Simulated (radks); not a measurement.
Task: Species: the lanthanum ion La20+. Configuration: [Kr] 4d1. Calculated with a radial shooting solver on a logarithmic mesh with Libxc functionals: Dirac Kohn-Sham, exchange-only PBE, spin-unpolarised, spherical densities, finite nucleus; open shells fill j = l - 1/2 first; Fermi nuclear charge, rms radius 4.855 fm. Some entries of the table are withheld. Estimate them.

orbital  occ.  eigenvalue (eV)  r(max) (bohr)  <r^2> (bohr^2)
1s1/2       2        -39252.20        0.01608       0.0008538
2s1/2       2              (1)        0.09107         0.01354
2p1/2       2        -6345.821            (2)        0.009943
2p3/2       4        -5932.207            (3)         0.01120
3s1/2       2        -1826.493         0.2596         0.09153
3p1/2       2        -1680.097         0.2461         0.08618
3p3/2       4        -1598.059         0.2572         0.09352
3d3/2       4        -1343.722         0.2065         0.07620
3d5/2       6        -1325.981         0.2096         0.07826
4s1/2       2        -721.4305         0.5863          0.4183
4p1/2       2        -664.5280         0.5908          0.4320
4p3/2       4        -643.1622         0.6107          0.4592
4d3/2       1        -548.5067         0.6121          0.4825
4d5/2       0        -544.2064         0.6179          0.4907

Result: 
(1) 2s1/2 eigenvalue (eV): -6694.581
(2) 2p1/2 r(max) (bohr): 0.06948
(3) 2p3/2 r(max) (bohr): 0.07464
